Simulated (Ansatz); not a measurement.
Cartesian coordinates in Å:
```
O 1.207 0.989 -0.777
Al -0.014 0.103 -0.022
S 0.352 -2.003 0.365
S -1.897 1.033 0.550
H 1.155 1.918 -0.994
H 1.579 -1.926 -0.182
H -2.383 -0.113 1.060
```

Total charge 0; spin multiplicity 1.

Question: List the ωB97M-V/def2-TZVPP orbital energies in eV (the Gaussian-basis code of Ansatz). (An estimate is asked.)

Answer: Computed: Occupied: -2426.75, -2426.69, -1532.84, -525.96, -220.75, -220.70, -163.86, -163.80, -163.77, -163.71, -163.70, -163.65, -117.41, -77.04, -76.93, -76.90, -30.32, -23.12, -22.78, -17.02, -14.28, -14.04, -12.66, -12.26, -12.00, -10.86, -10.31, -9.80. Lowest empty: 1.08, 1.57, 2.07, 2.21, 3.03, 3.81, 4.56, 5.23.
